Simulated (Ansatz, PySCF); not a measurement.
Reaction 5 R1 + R2 → P1 + P2 + P3 + 3 P4, each structure at its B3LYP-D3(BJ)/def2-SVP stationary point, reached from a drawn start (curvature not checked).
R1, H2 (SMILES [H][H]) (charge 0, multiplicity 1):
| atom | x (Å) | y (Å) | z (Å) |
|---|---|---|---|
| H | 0.0000 | 0.0000 | 0.3804 |
| H | 0.0000 | 0.0000 | -0.3804 |
P1, H2O (SMILES O) (charge 0, multiplicity 1):
```xyz
3

O      0.00000     0.00000     0.40073
H      0.00000     0.75701    -0.20042
H      0.00000    -0.75701    -0.20042
```
P2: HCl (SMILES Cl), charge 0, multiplicity 1.
P3: NH3 (SMILES N), charge 0, multiplicity 1.
P4: SiH4 (SMILES [SiH4]), charge 0, multiplicity 1.
R2, ClH8NOSi3 (SMILES [SiH3]N[SiH](Cl)O[SiH3]) (charge 0, multiplicity 1):
```xyz
14

Si     0.1285    -0.4529    -0.4494
O      1.4807     0.3943    -0.0429
Si     3.0068     0.1777     0.6039
N     -1.2487     0.3587     0.1754
Si    -2.8980     0.3338    -0.4127
Cl     0.3754    -2.3601     0.3775
H     -0.0135    -0.6305    -1.9073
H      3.7428    -0.8827    -0.1390
H      3.7265     1.4724     0.4766
H      2.9058    -0.1976     2.0416
H     -1.0958     0.8123     1.0756
H     -3.4429     1.7196    -0.5026
H     -2.8614    -0.2870    -1.7650
H     -3.8062    -0.4580     0.4683
```

P less R. No zero-point or thermal terms. One arrangement of each flexible species, with no search for the lowest.

Codes used: Ansatz (Gaussian orbitals); PySCF for the D3/D4 terms. Each number belongs to the level named beside it.

**Question.** One of these levels gives 78.49 kcal/mol for the reaction energy. Name it.
(A) SVWN5/def2-TZVPP
(B) PBE/def2-TZVPP
(C) r2SCAN-D3(BJ)/def2-TZVPP

**Answer.** C, r2SCAN-D3(BJ)/def2-TZVPP. The others give 70.15 (SVWN5/def2-TZVPP), 64.40 (PBE/def2-TZVPP)

Ansatz is a quantum-chemistry and plane-wave program.
